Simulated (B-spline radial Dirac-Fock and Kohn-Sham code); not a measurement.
Isotope-shift constants of the inner levels of Kr

System: neutral krypton, configuration 1s2 2s2 2p6 3s2 3p6 3d10 4s2 4p6.

The run's input, task.json:

```json
{"items": [{
  "Z": 36,
  "q": 0,
  "cfg": [[1, 0, 2], [2, 0, 2], [2, 1, 6], [3, 0, 2], [3, 1, 6], [3, 2, 10], [4, 0, 2], [4, 1, 6]],
  "A": 84,
  "rrms": 4.1884,
  "do": "isoshift",
  "isotopes": [[72, 71.942092406, 4.1635], [74, 73.933084016, 4.187], [75, 74.930945744, 4.2097], [76, 75.925910743, 4.202], [77, 76.924669999, 4.2082], [78, 77.920366341, 4.2038], [79, 78.920082919, 4.2034], [80, 79.91637794, 4.197], [81, 80.916589703, 4.1952], [82, 81.91348115368, 4.1919], [83, 82.914126516, 4.1871], [84, 83.91149772708, 4.1884], [85, 84.91252726, 4.1846], [86, 85.91061062468, 4.1835], [87, 86.913354759, 4.1984], [88, 87.914447879, 4.2171], [89, 88.917835449, 4.2286], [90, 89.919527929, 4.2423], [91, 90.923806309, 4.2543], [92, 91.926173092, 4.2724], [93, 92.931147172, 4.2794], [94, 93.934140452, 4.3002], [95, 94.939710922, 4.3067], [96, 95.943014473, 4.3267]]
}]}
```

Run with: `python xray2_run.py task.json out`

Method: first-order field-shift and mass-shift constants from Dirac-Fock ground and hole states with a Fermi nucleus; the mass shift has no relativistic recoil terms. Computed with a radial finite-basis atomic code. A binding energy shifts by δE = F·δ⟨r²⟩ + (K_N + K_S)·δ(1/M); F is taken for a change of radius at fixed skin thickness and so holds the higher radial moments.

```
     level  F (meV/fm²)  K_N (meV u)  K_S (meV u)
    K (1s)       -15.26        -7877         3345
   L1 (2s)       -1.578        -1061       -209.5
L2 (2p1/2)       0.1101       -951.8         1147
L3 (2p3/2)       0.1228       -922.3         1072
   M1 (3s)      -0.2548       -162.5       -96.78
M2 (3p1/2)      0.02315       -123.6        123.4
M3 (3p3/2)      0.02538       -119.2        104.9
M4 (3d3/2)      0.01970       -51.25        95.55
M5 (3d5/2)      0.01947       -50.54        93.89
```

Line shifts in meV from A = 84 (mass 83.9115 u, rms radius 4.1884 fm); radii from Angeli and Marinova (2013).

```
 A  mass (u)  radius (fm)     Kα1     Kα2     Kβ1    Lα1
75   74.9309       4.2097   -9.44   -9.50   -9.19  +0.17
77   76.9247       4.2082       ?       ?       ?      ?
79   78.9201       4.2034   -5.46   -5.50   -5.33  +0.09
82   81.9135       4.1919   -1.81   -1.82   -1.76  +0.03
85   84.9125       4.1846   +1.15   +1.15   +1.12  -0.02
86   85.9106       4.1835   +1.93   +1.94   +1.88  -0.03
87   86.9134       4.1984   +0.64   +0.66   +0.58  -0.03
92   91.9262       4.2724   -6.07   -6.01   -6.17  -0.04
93   92.9311       4.2794   -6.44   -6.37   -6.55  -0.04
96   95.9430       4.3267  -11.12  -11.03  -11.25  -0.04
```

Question: What are the shifts for A = 77?

Answer: Kα1 -7.62 meV (field -2.56, mass -5.07); Kα2 -7.67 meV (field -2.55, mass -5.12); Kβ1 -7.43 meV (field -2.54, mass -4.89); Lα1 +0.13 meV (field +0.02, mass +0.11).
